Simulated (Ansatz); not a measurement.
Geometry optimisation, RKS r2SCANh-D4/def2-SVP in Ansatz.

input.yaml

```yaml
crystal:
  periodic: [false, false, false]
  atoms:
    - { symbol: "N", position_ang: [-0.5129, 0.822, 1.4033] }
    - { symbol: C, position_ang: [0.3638, -0.0417, 0.9382] }
    - { symbol: S, position_ang: [1.5735, -0.5495, 1.9114] }
    - { symbol: Si, position_ang: [0.3372, -0.7128, -0.833] }
    - { symbol: O, position_ang: [-0.8427, 0.1165, -1.7665] }
    - { symbol: H, position_ang: [-0.5076, 1.2275, 2.3421] }
    - { symbol: H, position_ang: [-1.3117, 1.1785, 0.8196] }
    - { symbol: H, position_ang: [1.5941, -0.5864, -1.5558] }
    - { symbol: H, position_ang: [-0.1529, -2.1294, -0.7937] }
    - { symbol: H, position_ang: [-1.45705, -0.47269, -2.17401] }
basis:
  gaussian: { orbitals: def2-SVP }
hamiltonian:
  xc: r2scanh
  dispersion: d4
relax:
  f_tol: 0.015
  max_steps: 40
```

Run as:

```bash
$ ansatz run input.yaml --threads 2 --pin off --max-ram 3072MiB --backend cpu --events-out ev --progress --plain --runs-dir out
```

Problem. Where does it end, and by what steps?

Solution. The run converged. The force dipped under the threshold on the way, but the program's further checks kept it going. After 14 steps the energy has fallen by 0.310 eV; O5 moved furthest, 0.42 Å.

```json
{"step": "0", "energy less start (eV)": "0.0000", "largest force component (eV/Å)": "3.135", "accepted": "yes"}
{"step": "1", "energy less start (eV)": "-0.2253", "largest force component (eV/Å)": "1.127", "accepted": "yes"}
{"step": "2", "energy less start (eV)": "-0.2710", "largest force component (eV/Å)": "0.474", "accepted": "yes"}
{"step": "3", "energy less start (eV)": "-0.2762", "largest force component (eV/Å)": "0.373", "accepted": "yes"}
{"step": "4", "energy less start (eV)": "-0.2907", "largest force component (eV/Å)": "0.164", "accepted": "yes"}
{"step": "5", "energy less start (eV)": "-0.2924", "largest force component (eV/Å)": "0.214", "accepted": "yes"}
{"step": "6", "energy less start (eV)": "-0.2965", "largest force component (eV/Å)": "0.141", "accepted": "yes"}
{"step": "7", "energy less start (eV)": "-0.3021", "largest force component (eV/Å)": "0.406", "accepted": "yes"}
{"step": "8", "energy less start (eV)": "-0.3088", "largest force component (eV/Å)": "0.069", "accepted": "yes"}
{"step": "9", "energy less start (eV)": "-0.3081", "largest force component (eV/Å)": "0.098", "accepted": "no"}
{"step": "10", "energy less start (eV)": "-0.3094", "largest force component (eV/Å)": "0.038", "accepted": "yes"}
{"step": "11", "energy less start (eV)": "-0.3099", "largest force component (eV/Å)": "0.004", "accepted": "yes"}
{"step": "12", "energy less start (eV)": "-0.3099", "largest force component (eV/Å)": "0.073", "accepted": "yes"}
{"step": "13", "energy less start (eV)": "-0.3100", "largest force component (eV/Å)": "0.030", "accepted": "yes"}
{"step": "14", "energy less start (eV)": "-0.3100", "largest force component (eV/Å)": "0.004", "accepted": "yes"}
```

```xyz
10
Properties=species:S:1:pos:R:3
N -0.529 0.851 1.313
C 0.375 -0.066 0.956
S 1.603 -0.638 1.902
Si 0.256 -0.782 -0.779
O -1.069 0.010 -1.429
H -0.500 1.262 2.241
H -1.247 1.136 0.654
H 1.503 -0.487 -1.534
H 0.041 -2.252 -0.705
H -1.350 -0.183 -2.328
```

The run took 60 s on 2 threads of Arm Neoverse V2 (shared host), peak memory 0.25 GiB.
